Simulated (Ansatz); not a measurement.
`OCOC[SiH3]` + `C[SiH](N)N` → `C[Si](N)(N)[SiH3]` + `COCO`  (formal exchange of groups at the Si–C bond)

Gas-phase electronic energies from Ansatz, PBE0-D4/def2-TZVP geometries. CCSD(T)/CBS adds triple-zeta CCSD(T) − MP2 to the extrapolated MP2 energy (def2 sets, frozen cores). This one scheme is used for every species. Functionals use def2-TZVPP. B3LYP here is the variant with VWN-RPA as its local correlation; programs differ in this. Each species was taken in one conformer, which may not be the lowest.

| level | ΔE (kcal/mol) |
| --- | --- |
| r2SCAN-D4 | -4.5 |
| PBE | -5.7 |
| B3LYP | -3.3 |
| MP2/def2-TZVPP | -2.6 |

(1) What does CCSD(T)/CBS give? (An estimate is asked.)

Largest T1 diagnostic among the species: 0.012.

Answers

(1) Ansatz gave: -3.4 kcal/mol. The listed levels differ from it by -1.1, -2.3, 0.1, 0.8 kcal/mol.

The D4 term adds −0.8 kcal/mol with B3LYP and −0.5 kcal/mol with PBE0; it sums over pairs of atoms, weighted by their polarisabilities, and B3LYP, whose exchange is more repulsive, gets the larger term.
